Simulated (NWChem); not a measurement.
Program: NWChem. System: H₆B₂, charge 0, spin multiplicity 1, at a geometry optimised with B3LYP/def2-SVP. The structure started from a generated list of species. Level: G0W0@PBE0/def2-TZVPP, RI basis def2-tzvpp-rifit.

The NWChem input:

```
start mol
memory heap 200 mb stack 700 mb global 1700 mb
geometry units angstroms nocenter noautoz
  B      0.000000     0.000000    -0.888533
  B      0.000000     0.000000     0.888533
  H      0.000000     0.988328     0.000000
  H      1.049361     0.000000    -1.473478
  H     -1.049361     0.000000    -1.473478
  H      0.000000    -0.988328     0.000000
  H      1.049361     0.000000     1.473478
  H     -1.049361     0.000000     1.473478
  symmetry group D2h
end
basis spherical
  * library def2-tzvpp
end
basis "ri basis" bse spherical
  * library def2-tzvpp-rifit
end
dft
  xc pbe0
  iterations 100
  direct
  tolerances tight
end
task dft energy
gw
  states alpha occ 4 vir 2
end
task dft gw
```

Part of the output:

```
             Northwest Computational Chemistry Package (NWChem) 7.3.0
             --------------------------------------------------------

                                NWChem Input Module
                                -------------------

 Scaling coordinates for geometry "geometry" by  1.889725989
 (inverse scale =  0.529177249)

 Turning off AUTOSYM since
 SYMMETRY directive was detected!

                             Geometry "geometry" -> ""
                             -------------------------

 Output coordinates in angstroms (scale by  1.889725989 to convert to a.u.)

  No.       Tag          Charge          X              Y              Z
 ---- ---------------- ---------- -------------- -------------- --------------
    1 B                    5.0000     0.00000000     0.00000000    -0.88853300
    2 B                    5.0000     0.00000000     0.00000000     0.88853300
    3 H                    1.0000     0.00000000     0.98832800     0.00000000
    4 H                    1.0000     1.04936100     0.00000000    -1.47347800
    5 H                    1.0000    -1.04936100     0.00000000    -1.47347800
    6 H                    1.0000     0.00000000    -0.98832800     0.00000000
    7 H                    1.0000     1.04936100     0.00000000     1.47347800
    8 H                    1.0000    -1.04936100     0.00000000     1.47347800

 Effective nuclear repulsion energy (a.u.)      31.7896694091

            Nuclear Dipole moment (a.u.)
            ----------------------------
        X                 Y               Z
 ---------------- ---------------- ----------------
     0.0000000000     0.0000000000     0.0000000000

      Symmetry information
      --------------------

 Group name             D2h
 Group number             26
 Group order               8
 No. of unique centers     3

      Symmetry unique atoms

     1    3    4


 Summary of "ao basis" -> "" (spherical)
 ------------------------------------------------------------------------------
       Tag                 Description            Shells   Functions and Types
 ---------------- ------------------------------  ------  ---------------------
 *                         def2-tzvpp                 on all atoms

 new library libraries.bse/

 Summary of "ri basis" -> "" (spherical)
 ------------------------------------------------------------------------------
       Tag                 Description            Shells   Functions and Types
 ---------------- ------------------------------  ------  ---------------------
 *                      def2-tzvpp-rifit              on all atoms

                                 NWChem DFT Module
                                 -----------------

 Summary of "ao basis" -> "ao basis" (spherical)
 ------------------------------------------------------------------------------
       Tag                 Description            Shells   Functions and Types
 ---------------- ------------------------------  ------  ---------------------
 B                         def2-tzvpp               11       31   5s3p2d1f
 H                         def2-tzvpp                6       14   3s2p1d

 Summary of "ao basis" -> "ao basis" (spherical)
 ------------------------------------------------------------------------------
       Tag                 Description            Shells   Functions and Types
 ---------------- ------------------------------  ------  ---------------------
 B                         def2-tzvpp               11       31   5s3p2d1f
 H                         def2-tzvpp                6       14   3s2p1d

      Symmetry analysis of basis
      --------------------------

        ag         31
        au          8
        b1g        10
        b1u        27
        b2g        18
        b2u        18
        b3g        14
        b3u        20

            General Information
            -------------------
          SCF calculation type: DFT
          Wavefunction type:  closed shell.
          No. of atoms     :     8
          No. of electrons :    16
           Alpha electrons :     8
            Beta electrons :     8
          Charge           :     0
          Spin multiplicity:     1
          Use of symmetry is: on ; symmetry adaption is: on
          Maximum number of iterations: 100
          This is a Direct SCF calculation.
          AO basis - number of functions:   146
                     number of shells:    58
          Convergence on energy requested:  1.00D-06
          Convergence on density requested:  1.00D-05
          Convergence on gradient requested:  5.00D-04

              XC Information
              --------------
                         PBE0 Method XC Functional
                     Hartree-Fock (Exact) Exchange  0.250
          PerdewBurkeErnzerhof Exchange Functional  0.750
            Perdew 1991 LDA Correlation Functional  1.000 local
           PerdewBurkeErnz. Correlation Functional  1.000 non-local

             Grid Information
             ----------------
          Grid used for XC integration:  medium
          Radial quadrature: Mura-Knowles
          Angular quadrature: Lebedev.
          Tag              B.-S. Rad. Rad. Pts. Rad. Cut. Ang. Pts.
          ---              ---------- --------- --------- ---------
          B                   0.85       49           9.0       434
          H                   0.35       45          11.0       434
          Grid pruning is: on
          Number of quadrature shells:   139
          Spatial weights used:  Erf1

          Convergence Information
          -----------------------
          Convergence aids based upon iterative change in
[...]
      Non-variational initial energy
      ------------------------------

 Total energy =     -53.295723
 1-e energy   =    -129.996494
 2-e energy   =      44.911102
 HOMO         =      -0.382340
 LUMO         =      -0.007507

      Symmetry analysis of molecular orbitals - initial
      -------------------------------------------------

  Numbering of irreducible representations:

     1 ag          2 au          3 b1g         4 b1u         5 b2g
     6 b2u         7 b3g         8 b3u

  Orbital symmetries:

     1 ag          2 b1u         3 ag          4 b1u         5 b2u
     6 b3u         7 ag          8 b2g         9 b3g        10 ag
    11 b1u        12 ag         13 b2u        14 b3u        15 b3u
    16 ag         17 b2g        18 b1u

   convergence    iter        energy       DeltaE   RMS-Dens  Diis-err    time
 ---------------- ----- ----------------- --------- --------- ---------  ------
 d= 0,ls=0.0,diis     1    -53.1869918301 -8.50D+01  2.51D-03  1.73D-01     1.0
 d= 0,ls=0.0,diis     2    -53.2080919316 -2.11D-02  7.76D-04  1.56D-02     1.8
 d= 0,ls=0.0,diis     3    -53.2098709054 -1.78D-03  2.67D-04  5.45D-03     2.6
 d= 0,ls=0.0,diis     4    -53.2107580434 -8.87D-04  1.56D-05  2.13D-06     3.3
 d= 0,ls=0.0,diis     5    -53.2107584613 -4.18D-07  1.34D-06  5.10D-08     4.1

         Total DFT energy =      -53.210758461344
      One electron energy =     -131.807326167441
           Coulomb energy =       57.034068678378
    Exchange-Corr. energy =      -10.227170381365
 Nuclear repulsion energy =       31.789669409083

 Numeric. integr. density =       16.000002623813

     Total iterative time =      3.8s

                  Occupations of the irreducible representations
                  ----------------------------------------------

                     irrep           alpha         beta
                     --------     --------     --------
                     ag                3.0          3.0
                     au                0.0          0.0
                     b1g               0.0          0.0
                     b1u               2.0          2.0
                     b2g               1.0          1.0
                     b2u               1.0          1.0
                     b3g               0.0          0.0
                     b3u               1.0          1.0

                       DFT Final Molecular Orbital Analysis
                       ------------------------------------

 Vector    6  Occ=2.000000D+00  E=-3.993847D-01  Symmetry=b3u
              MO Center= -5.2D-17, -1.9D-19,  1.3D-16, r^2= 2.8D+00
   Bfn.  Coefficient  Atom+Function         Bfn.  Coefficient  Atom+Function
  ----- ------------  ---------------      ----- ------------  ---------------
     6      0.227664  1 B  px                37      0.227664  2 B  px
     9      0.167245  1 B  px                40      0.167245  2 B  px
    78      0.130239  4 H  s                 92     -0.130239  5 H  s
   120      0.130239  7 H  s                134     -0.130239  8 H  s
    77      0.094195  4 H  s                 91     -0.094195  5 H  s

 Vector    7  Occ=2.000000D+00  E=-3.849196D-01  Symmetry=ag
              MO Center=  2.8D-16,  4.7D-16, -1.1D-15, r^2= 3.0D+00
   Bfn.  Coefficient  Atom+Function         Bfn.  Coefficient  Atom+Function
  ----- ------------  ---------------      ----- ------------  ---------------
     8      0.234672  1 B  pz                39     -0.234672  2 B  pz
    11      0.132759  1 B  pz                42     -0.132759  2 B  pz
    78     -0.132381  4 H  s                 92     -0.132381  5 H  s
   120     -0.132381  7 H  s                134     -0.132381  8 H  s
    64      0.113304  3 H  s                106      0.113304  6 H  s

 Vector    8  Occ=2.000000D+00  E=-3.392244D-01  Symmetry=b2g
              MO Center=  8.3D-19,  4.2D-20, -5.2D-17, r^2= 3.3D+00
   Bfn.  Coefficient  Atom+Function         Bfn.  Coefficient  Atom+Function
  ----- ------------  ---------------      ----- ------------  ---------------
     6      0.223694  1 B  px                37     -0.223694  2 B  px
     9      0.171410  1 B  px                40     -0.171410  2 B  px
    78      0.156622  4 H  s                 92     -0.156622  5 H  s
   120     -0.156622  7 H  s                134      0.156622  8 H  s
    77      0.109014  4 H  s                 91     -0.109014  5 H  s

 Vector    9  Occ=0.000000D+00  E=-3.785761D-02  Symmetry=b3g
              MO Center= -2.3D-16, -4.4D-17, -4.1D-15, r^2= 3.5D+00
   Bfn.  Coefficient  Atom+Function         Bfn.  Coefficient  Atom+Function
  ----- ------------  ---------------      ----- ------------  ---------------
    13      0.493706  1 B  py                44     -0.493706  2 B  py
    10      0.299305  1 B  py                41     -0.299305  2 B  py
     7      0.285975  1 B  py                38     -0.285975  2 B  py
    71     -0.037985  3 H  pz               113      0.037985  6 H  pz

 Vector   10  Occ=0.000000D+00  E= 3.954414D-02  Symmetry=ag
              MO Center= -3.1D-16,  6.4D-16, -1.7D-15, r^2= 6.6D+00
   Bfn.  Coefficient  Atom+Function         Bfn.  Coefficient  Atom+Function
  ----- ------------  ---------------      ----- ------------  ---------------
     5      1.848544  1 B  s                 36      1.848544  2 B  s
     4     -1.107528  1 B  s                 35     -1.107528  2 B  s
    79     -0.664119  4 H  s                 93     -0.664119  5 H  s
   121     -0.664119  7 H  s                135     -0.664119  8 H  s
    14     -0.258360  1 B  pz                45      0.258360  2 B  pz

 Vector   11  Occ=0.000000D+00  E= 7.636810D-02  Symmetry=ag
              MO Center=  9.3D-15,  3.6D-13,  6.7D-14, r^2= 6.0D+00
   Bfn.  Coefficient  Atom+Function         Bfn.  Coefficient  Atom+Function
  ----- ------------  ---------------      ----- ------------  ---------------
    65      1.836824  3 H  s                107      1.836824  6 H  s
     5     -1.451634  1 B  s                 36     -1.451634  2 B  s
    14     -1.015898  1 B  pz                45      1.015898  2 B  pz
     4      0.915687  1 B  s                 35      0.915687  2 B  s
    11     -0.543552  1 B  pz                42      0.543552  2 B  pz

 center of mass
 --------------
 x =   0.00000000 y =   0.00000000 z =   0.00000000

 moments of inertia (a.u.)
 ------------------
         100.364324970616           0.000000000000           0.000000000000
           0.000000000000         109.185671683834           0.000000000000
           0.000000000000           0.000000000000          22.883278564855

     Multipole analysis of the density
     ---------------------------------

     L   x y z        total         alpha         beta         nuclear
     -   - - -        -----         -----         ----         -------
     0   0 0 0     -0.000000     -8.000000     -8.000000     16.000000

     1   1 0 0      0.000000      0.000000      0.000000      0.000000
     1   0 1 0      0.000000      0.000000      0.000000      0.000000
     1   0 0 1     -0.000000     -0.000000     -0.000000      0.000000

     2   2 0 0    -13.328566    -14.528899    -14.528899     15.729231
     2   1 1 0      0.000000      0.000000      0.000000      0.000000
     2   1 0 1      0.000000      0.000000      0.000000      0.000000
     2   0 2 0    -11.103852     -9.040114     -9.040114      6.976376
     2   0 1 1     -0.000000     -0.000000     -0.000000      0.000000
     2   0 0 2    -14.019905    -36.613109    -36.613109     59.206313

 Task  times  cpu:        4.1s     wall:        4.1s

                                NWChem Input Module
                                -------------------

                                 NWChem GW Module
                                 ----------------

                             ***********************
                             ***        GW       ***
                             ***********************

 Summary of "ri basis" -> "ri basis" (spherical)
 ------------------------------------------------------------------------------
       Tag                 Description            Shells   Functions and Types
 ---------------- ------------------------------  ------  ---------------------
 B                      def2-tzvpp-rifit            22       76   8s6p4d3f1g
 H                      def2-tzvpp-rifit            10       30   4s3p2d1f

                 Memory Information
                 ------------------
          Available GA per process is          1699.8 MBs
          Available stack per process is        700.0 MBs
          Available heap per process is           0.1 MBs

          Peak memory in Initialization
              Peak GA per process is                  4.8 MBs
              Peak stack per process is               0.3 MBs
              Peak heap per process is                5.0 MBs
              Memory not in MA per process            0.0 MBs

          Peak memory in AFF Calculation
              Peak GA per process is                 15.8 MBs
              Peak stack per process is               9.3 MBs
              Peak heap per process is                0.0 MBs
              Memory not in MA per process            9.3 MBs

          Computing 2-center integrals
          Computing Inverse Cholesky factor
          Computing 3-center integrals
          Computing V_xc ...

          Computing Sigma_x
          Computing RPA polarizability
          Solving quasiparticle equations

                  Alpha Orbitals
          State     Energy (eV)     Error (eV)
          -----------------------------------
@GW         5        -14.553           0.002
@GW         6        -13.621           0.002
@GW         7        -13.248           0.002
@GW         8        -12.065           0.002
@GW         9          1.151           0.005
@GW        10          2.616           0.003

   Applying  -2.8346 eV scissor-shift to rest of particle states

   Applying   2.1810 eV scissor-shift to rest of hole states

     GW Timing Statistics
   ------------------------
   Init.   :          0.1s
     ERIs  :          1.0s
     Distr.:          0.0s
     Vxc   :          0.7s
   Sigma_x :          0.0s
   RPA     :          0.3s
   Wmn     :          0.0s
   Sigma_c :          0.0s
   GW total:          2.1s

 Task  times  cpu:        2.1s     wall:        2.1s

 Total times  cpu:        6.3s     wall:        6.3s
```
